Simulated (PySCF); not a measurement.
Stepwise substitution at one centre (Sn Cl-OH). All species are isolated molecules in the gas phase. One relaxed conformer stands for each flexible species; it need not be the lowest. Strings in code marks are SMILES.

The LUMO from two functionals at the same geometries (r2SCAN-D4/def2-TZVP), both in PySCF: PBE-D3(BJ)/def2-TZVP and r2SCAN-D4/def2-TZVP. 

| species | r2SCAN-D4/def2-TZVP (eV) |
|---|---|
| 0 of 4 Cl replaced by OH | -4.01 |
| 1 of 4 Cl replaced by OH (`[OH][Sn]([Cl])([Cl])[Cl]`) | -3.62 |
| 3 of 4 Cl replaced by OH | -2.81 |
| 4 of 4 Cl replaced by OH | -2.40 |

**Question.** What does PBE-D3(BJ)/def2-TZVP give for each?

**Answer.** 
- 0 of 4 Cl replaced by OH: -4.14
- 1 of 4 Cl replaced by OH (`[OH][Sn]([Cl])([Cl])[Cl]`): -3.79
- 3 of 4 Cl replaced by OH: -3.05
- 4 of 4 Cl replaced by OH: -2.68
Over these rows, drawn at random from the members with no instability flagged (it was tested for open shells, ions and some series alone), PBE minus r2SCAN-D4: mean -0.21 eV, from -0.29 eV to -0.14 eV.
